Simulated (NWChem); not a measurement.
System: Si$_{2}$NH$_{6}$, doublet; SMILES [SiH2]N[SiH3]

Input file for NWChem:

```
start job
memory heap 200 mb stack 900 mb global 1100 mb
geometry units angstroms noautosym nocenter noautoz
  Si    -0.241905    -1.617390     0.084149
  N      0.546254    -0.068277    -0.134880
  Si    -0.144891     1.536811    -0.044367
  H     -1.297087    -1.432806     1.125955
  H      0.783590    -2.598465     0.565272
  H      1.463303    -0.121686    -0.572089
  H     -1.343255     1.456368     0.826813
  H     -0.556660     2.084511    -1.368628
  H      0.850455     2.479683     0.535190
end
basis spherical
  * library def2-svp
end
dft
  odft
  mult 2
  xc hfexch
  iterations 150
end
property
  efieldgrad
end
task dft property
```

Parts of the log:

```
             Northwest Computational Chemistry Package (NWChem) 7.3.0
             --------------------------------------------------------

                             Geometry "geometry" -> ""
                             -------------------------

 Output coordinates in angstroms (scale by  1.889725989 to convert to a.u.)

  No.       Tag          Charge          X              Y              Z
 ---- ---------------- ---------- -------------- -------------- --------------
    1 Si                  14.0000    -0.24190500    -1.61739000     0.08414900
    2 N                    7.0000     0.54625400    -0.06827700    -0.13488000
    3 Si                  14.0000    -0.14489100     1.53681100    -0.04436700
    4 H                    1.0000    -1.29708700    -1.43280600     1.12595500
    5 H                    1.0000     0.78359000    -2.59846500     0.56527200
    6 H                    1.0000     1.46330300    -0.12168600    -0.57208900
    7 H                    1.0000    -1.34325500     1.45636800     0.82681300
    8 H                    1.0000    -0.55666000     2.08451100    -1.36862800
    9 H                    1.0000     0.85045500     2.47968300     0.53519000

 Effective nuclear repulsion energy (a.u.)     146.0025383398

  xc_inp: hfexch multiplicative factor not found.
                              NWChem Property Module
                              ----------------------

  itol2e modified to match energy
  convergence criterion.

                                 NWChem DFT Module
                                 -----------------

 Summary of "ao basis" -> "ao basis" (spherical)
 ------------------------------------------------------------------------------
       Tag                 Description            Shells   Functions and Types
 ---------------- ------------------------------  ------  ---------------------
 Si                         def2-svp                 8       18   4s3p1d
 N                          def2-svp                 6       14   3s2p1d
 H                          def2-svp                 3        5   2s1p

  itol2e modified to match energy
  convergence criterion.

            General Information
            -------------------
          SCF calculation type: DFT
          Wavefunction type:  spin polarized.
          No. of atoms     :     9
          No. of electrons :    41
           Alpha electrons :    21
            Beta electrons :    20
          Charge           :     0
          Spin multiplicity:     2
          Use of symmetry is: off; symmetry adaption is: off
          Maximum number of iterations: 150
          AO basis - number of functions:    80
                     number of shells:    40
          Convergence on energy requested:  1.00D-07
          Convergence on density requested:  1.00D-05
          Convergence on gradient requested:  5.00D-04

              XC Information
              --------------
                     Hartree-Fock (Exact) Exchange  1.000

      Superposition of Atomic Density Guess
      -------------------------------------

 Sum of atomic energies:        -634.71694431

      Non-variational initial energy
      ------------------------------

 Total energy =    -635.798398
 1-e energy   =   -1167.921020
 2-e energy   =     386.120084
 HOMO         =      -0.121263
 LUMO         =       0.038829

   convergence    iter        energy       DeltaE   RMS-Dens  Diis-err
 ---------------- ----- ----------------- --------- --------- ---------
 d= 0,ls=0.0,diis     1   -635.5239510737 -7.82D+02  3.35D-03  7.38D-02
                                                     2.98D-03  7.55D-02
 d= 0,ls=0.0,diis     2   -635.5702079929 -4.63D-02  1.26D-03  1.67D-02
                                                     1.11D-03  1.52D-02
 d= 0,ls=0.0,diis     3   -635.5793635426 -9.16D-03  7.23D-04  1.98D-03
                                                     6.19D-04  2.15D-03
 d= 0,ls=0.0,diis     4   -635.5811825724 -1.82D-03  1.99D-04  5.21D-05
                                                     1.86D-04  7.31D-05
 d= 0,ls=0.0,diis     5   -635.5813257070 -1.43D-04  9.33D-05  8.37D-06
                                                     9.72D-05  1.51D-05
  Resetting Diis
 d= 0,ls=0.0,diis     6   -635.5813577103 -3.20D-05  4.32D-05  1.55D-06
                                                     4.85D-05  2.63D-06
 d= 0,ls=0.0,diis     7   -635.5813637570 -6.05D-06  8.79D-06  3.41D-07
                                                     7.55D-06  2.87D-07
 d= 0,ls=0.0,diis     8   -635.5813642463 -4.89D-07  1.09D-05  1.17D-07
                                                     1.13D-05  1.56D-07
 d= 0,ls=0.0,diis     9   -635.5813646252 -3.79D-07  6.00D-06  4.03D-08
                                                     5.06D-06  1.36D-08
 d= 0,ls=0.0,diis    10   -635.5813646902 -6.49D-08  1.13D-06  1.32D-09
                                                     1.20D-06  4.28D-09

         Total DFT energy =     -635.581364690173
      One electron energy =    -1170.053675178921
           Coulomb energy =      438.000615536201
    Exchange-Corr. energy =      -49.530843387291
 Nuclear repulsion energy =      146.002538339838

 Numeric. integr. density =        0.000000000000

                    DFT Final Alpha Molecular Orbital Analysis
                    ------------------------------------------

 Vector   19  Occ=1.000000D+00  E=-4.738815D-01
              MO Center= -2.5D-02,  3.2D-01,  4.6D-01, r^2= 5.8D+00
   Bfn.  Coefficient  Atom+Function         Bfn.  Coefficient  Atom+Function
  ----- ------------  ---------------      ----- ------------  ---------------
    76      0.262287  9 H  s                 56     -0.236160  5 H  s
    66     -0.233995  7 H  s                 40      0.172488  3 Si px
    77      0.164499  9 H  s                 51      0.162148  4 H  s
    57     -0.150273  5 H  s                 67     -0.142194  7 H  s
    41      0.139774  3 Si py                 9      0.134628  1 Si py

[...]

          -----------------------
          Electric field gradient
          -----------------------

 1 a.u. = 0.324123 10**(16) esu/cm**3  ( or statvolts/cm**2 ) = 0.97174 10**(22) v/m**2

 ------------------------------------------------------------
   Atom      X         Y         Z
 ------------------------------------------------------------
    1 Si  -0.45713  -3.05642   0.15902
 ------------------------------------------------------------

 Electric field gradient in molecular frame (a.u.)
         XX             YY             ZZ             XY             XZ             YZ
 ------------------------------------------------------------------------------------------
        0.106343      -0.077953      -0.028390      -0.152566      -0.064499       0.044428

 Principal components (a.u.) and orientation
 of principal axis w.r.t. absolute frame                      Asymmetry parameter eta
 --------------------------------------------------------------------------------------
        0.217218      -0.164451      -0.052767                       0.514159

        0.827276       0.479367       0.292952
       -0.473181       0.875650      -0.096626
       -0.302843      -0.058683       0.951232

 ------------------------------------------------------------
   Atom      X         Y         Z
 ------------------------------------------------------------
    2 N    1.03227  -0.12902  -0.25489
 ------------------------------------------------------------

 Electric field gradient in molecular frame (a.u.)
         XX             YY             ZZ             XY             XZ             YZ
 ------------------------------------------------------------------------------------------
       -0.380311      -0.186142       0.566453       0.010695       0.435625      -0.021617

 Principal components (a.u.) and orientation
 of principal axis w.r.t. absolute frame                      Asymmetry parameter eta
 --------------------------------------------------------------------------------------
        0.736677      -0.551119      -0.185558                       0.496230

        0.363143       0.930289       0.051860
       -0.017613      -0.048795       0.998653
        0.931567      -0.363567      -0.001334

 ------------------------------------------------------------
   Atom      X         Y         Z
 ------------------------------------------------------------
    3 Si  -0.27380   2.90415  -0.08384
 ------------------------------------------------------------

 Electric field gradient in molecular frame (a.u.)
         XX             YY             ZZ             XY             XZ             YZ
 ------------------------------------------------------------------------------------------
        0.065150      -0.166068       0.100918       0.137930       0.015576      -0.066693

 Principal components (a.u.) and orientation
 of principal axis w.r.t. absolute frame                      Asymmetry parameter eta
 --------------------------------------------------------------------------------------
       -0.243495       0.137616       0.105879                       0.130340

       -0.408498       0.744076       0.528659
        0.892488       0.446997       0.060492
        0.191298      -0.496532       0.846676

 ------------------------------------------------------------
   Atom      X         Y         Z
 ------------------------------------------------------------
    4 H   -2.45114  -2.70761   2.12775
 ------------------------------------------------------------

 Electric field gradient in molecular frame (a.u.)
         XX             YY             ZZ             XY             XZ             YZ
 ------------------------------------------------------------------------------------------
       -0.038795       0.066172      -0.027378       0.018746       0.112108      -0.014992

 Principal components (a.u.) and orientation
 of principal axis w.r.t. absolute frame                      Asymmetry parameter eta
 --------------------------------------------------------------------------------------
       -0.148010       0.079553       0.068456                       0.074975

        0.721074       0.691095      -0.049400
       -0.110982       0.185586       0.976340
       -0.683912       0.698531      -0.210521

 ------------------------------------------------------------
   Atom      X         Y         Z
 ------------------------------------------------------------
    5 H    1.48077  -4.91039   1.06821
 ------------------------------------------------------------

 Electric field gradient in molecular frame (a.u.)
         XX             YY             ZZ             XY             XZ             YZ
 ------------------------------------------------------------------------------------------
       -0.030524      -0.025059       0.055583       0.097694      -0.042668       0.048083

 Principal components (a.u.) and orientation
 of principal axis w.r.t. absolute frame                      Asymmetry parameter eta
 --------------------------------------------------------------------------------------
       -0.145931       0.078385       0.067546                       0.074274

        0.678507       0.138669       0.721387
       -0.669055       0.522120       0.528920
        0.303306       0.841523      -0.447039

 ------------------------------------------------------------
   Atom      X         Y         Z
 ------------------------------------------------------------
    6 H    2.76524  -0.22995  -1.08109
 ------------------------------------------------------------

 Electric field gradient in molecular frame (a.u.)
         XX             YY             ZZ             XY             XZ             YZ
 ------------------------------------------------------------------------------------------
       -0.294723       0.173571       0.121151       0.028062       0.253262      -0.012684

 Principal components (a.u.) and orientation
 of principal axis w.r.t. absolute frame                      Asymmetry parameter eta
 --------------------------------------------------------------------------------------
       -0.416082       0.240907       0.175175                       0.157978

        0.902823       0.427786       0.043707
       -0.052147       0.008025       0.998607
       -0.426839       0.903844      -0.029553

 ------------------------------------------------------------
   Atom      X         Y         Z
 ------------------------------------------------------------
    7 H   -2.53838   2.75214   1.56245
 ------------------------------------------------------------

 Electric field gradient in molecular frame (a.u.)
         XX             YY             ZZ             XY             XZ             YZ
 ------------------------------------------------------------------------------------------
       -0.072940       0.073096      -0.000156      -0.008691       0.110234       0.005779

 Principal components (a.u.) and orientation
 of principal axis w.r.t. absolute frame                      Asymmetry parameter eta
 --------------------------------------------------------------------------------------
       -0.153115       0.079566       0.073549                       0.039295

        0.809586       0.586995       0.002555
        0.046054      -0.067855       0.996632
       -0.585192       0.806742       0.081968

 ------------------------------------------------------------
   Atom      X         Y         Z
 ------------------------------------------------------------
    8 H   -1.05193   3.93915  -2.58633
 ------------------------------------------------------------

 Electric field gradient in molecular frame (a.u.)
         XX             YY             ZZ             XY             XZ             YZ
 ------------------------------------------------------------------------------------------
        0.057951       0.043941      -0.101892       0.023720      -0.054430       0.072618

 Principal components (a.u.) and orientation
 of principal axis w.r.t. absolute frame                      Asymmetry parameter eta
 --------------------------------------------------------------------------------------
       -0.148919       0.075680       0.073239                       0.016391

        0.275834       0.813263      -0.512366
       -0.368236       0.581786       0.725209
        0.887873      -0.011366       0.459949

 ------------------------------------------------------------
   Atom      X         Y         Z
 ------------------------------------------------------------
    9 H    1.60713   4.68592   1.01136
 ------------------------------------------------------------

 Electric field gradient in molecular frame (a.u.)
         XX             YY             ZZ             XY             XZ             YZ
 ------------------------------------------------------------------------------------------
       -0.026362      -0.016477       0.042839      -0.094939      -0.058040      -0.057216

 Principal components (a.u.) and orientation
 of principal axis w.r.t. absolute frame                      Asymmetry parameter eta
 --------------------------------------------------------------------------------------
       -0.150782       0.077637       0.073146                       0.029783

        0.666632      -0.033996      -0.744611
        0.636492      -0.493920       0.592386
        0.387917       0.868843       0.307625
```

Level: UHF/def2-SVP. Coordinates come from a B3LYP/6-31G* (spherical d), spin-unrestricted optimisation. No stability test was run on the SCF state. NWChem prints the field gradient with the sign opposite to the second derivative of the potential.
